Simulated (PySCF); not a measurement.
A run for PySCF: R-MP2/6-31G* on ClH3Si (SMILES [SiH3]Cl) with ghost functions.

```python
from pyscf import gto, scf, dft, mp
from pyscf.data.elements import chemcore

mol = gto.M(
    atom='''
    Si    0.13680163    1.01731671    4.02224393
    Cl    0.02365325   -1.00042263    3.58067624
    H    -0.86006009    1.73101023    3.20238524
    H     1.49957414    1.48765573    3.71076868
    H    -0.15494292    1.18848853    5.45893381
    ghost-Si    0.04874445    0.00566945    0.02378797
    ghost-H    0.53973453   -1.38819971    0.05790655
    ghost-H    0.06935450    0.50378241   -1.37126734
    ghost-H    0.92632966    0.86328202    0.85211315
    ghost-H   -1.33320496    0.06924721    0.54633631
    ''',
    basis='6-31g*',
    cart=True,
    charge=0, spin=0, verbose=3, max_memory=1800)
mf = scf.RHF(mol)
mf.conv_tol = 1e-8
mf.max_cycle = 100
mf.kernel()
if not mf.converged:
    mf = mf.newton().run(mf.mo_coeff, mf.mo_occ)
pt = mp.MP2(mf, frozen=chemcore(mol)).run()
```

Output:

```
converged SCF energy = -750.183537220202
E(RMP2) = -750.390061138882  E_corr = -0.206523918680624
E(SCS-RMP2) = -750.391726483091  E_corr = -0.208189262889728
```

The run converged.

Cost: around 2.2 core-seconds (rough).
